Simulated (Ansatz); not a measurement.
Gas-phase electronic energies from Ansatz, PBE0-D4/def2-TZVP geometries. CCSD(T)/CBS is the MP2 limit (def2-TZVPP, def2-QZVPP) plus CCSD(T) − MP2 in def2-TZVPP, frozen cores. This one scheme is used for every species. Functionals use def2-TZVPP. def2 core potentials past Kr. For Sn outer-core shells are correlated without core-valence functions, which leaves a few kJ/mol of doubt a bond.

`[CH3][SnH]([CH3])[Cl]` + H–F → `[CH3][SnH]([F])[Cl]` + CH₄  (ligand exchange at the Sn–C bond)

`[CH3][SnH]([CH3])[Cl]`:

Cartesian coordinates in Å:
```
C 1.534 0.225 -0.990
Sn 0.077 -0.683 0.272
C -1.721 0.439 0.477
Cl 1.043 -0.701 2.415
H 1.734 1.237 -0.639
H 1.170 0.265 -2.018
H 2.455 -0.355 -0.958
H -0.201 -2.328 -0.105
H -1.480 1.450 0.804
H -2.249 0.485 -0.477
H -2.362 -0.034 1.220
```

H–F:

Z-matrix (Å, degrees):
```
F
H 1 0.920
```

`[CH3][SnH]([F])[Cl]`:

```xyz
8

C    -1.003   -0.093   -0.656
Sn    0.856    0.091    0.331
F     0.804    1.779    1.242
Cl    0.967   -1.482    2.032
H    -1.792    0.003    0.089
H    -1.100    0.696   -1.401
H    -1.070   -1.068   -1.138
H     2.338    0.074   -0.499
```

CH₄:

Z-matrix (Å, degrees):
```
C
H 1 1.090
H 1 1.090 2 109.5
H 1 1.090 2 109.5 3 -120.0
H 1 1.090 2 109.5 3 120.0
```

**Question.** Is it downhill or uphill in electronic energy at CCSD(T)/CBS, and by how much? (Best estimate.)

**Answer.** The calculation gave: Downhill: ΔE = -17.6 kcal/mol.

**Question.** What do these levels give: r2SCAN-D4, PBE, r2SCAN, RPA@PBE/def2-TZVPP, MP2/def2-SVP, CCSD(T)/def2-TZVPP? (An estimate is asked.)

**Answer.** The calculation gave: r2SCAN-D4 -21.7, PBE -20.8, r2SCAN -22.0, RPA@PBE/def2-TZVPP -17.3, MP2/def2-SVP -21.7, CCSD(T)/def2-TZVPP -17.1 kcal/mol.

Largest T1 diagnostic among the species: 0.012.

From BLYP to BHLYP (50 % exact exchange), in def2-TZVPP and without D4, ΔE moves by +2.0 kcal/mol. At CCSD(T), def2-SVP lies −4.0 kcal/mol from the extrapolated value and def2-TZVPP +0.6 kcal/mol. Leaving LDA and LC-ωPBE aside and taking each functional with its dispersion term where it has one, the values, not all of them listed here, spread over 6.5 kcal/mol, from B97M-V to PBE-QIDH. LDA lies +2.9 kcal/mol from PBE without D4.
